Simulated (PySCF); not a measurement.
## Ionisation energy of Cd⁴⁶⁺ by level of theory

Cd⁴⁶⁺ 1s2 (1S) → Cd⁴⁷⁺ 1s1 (2S), as a difference of total energies. Calculation: PySCF 2.14, in an uncontracted even-tempered set (15 s from 90 bohr⁻², ratio 2.2; 7 p from 140 bohr⁻², ratio 2.4; 4 d from 410 bohr⁻², ratio 2.4; 3 f from 610 bohr⁻², ratio 2.4; 3 g from 920 bohr⁻², ratio 2.4); no relativity, point nucleus. Correlated levels: nothing frozen; virtual orbitals above 40 to 60 times the deepest correlated orbital energy dropped. The calculations carry no spin-orbit coupling.

```tsv
method	ionisation energy (eV)	difference from reference (eV)
UHF	30534.2	-916.9
LDA	30483.2	-967.9
PBE	30527.1	-924.0
PBE0	30529.2	-921.9
r2SCAN	30535.5	-915.6
PW91	30528.9	-922.2
BHandHLYP	30533.9	-917.2
MP2 (all electrons)	30535.4	-915.7
SCS-MP2 (all electrons)	30535.7	-915.4
```

Reference: 31451.1 eV (theoretical estimate listed by NIST; NIST Atomic Spectra Database, ionization energies).

The gap to the reference is mostly relativistic.
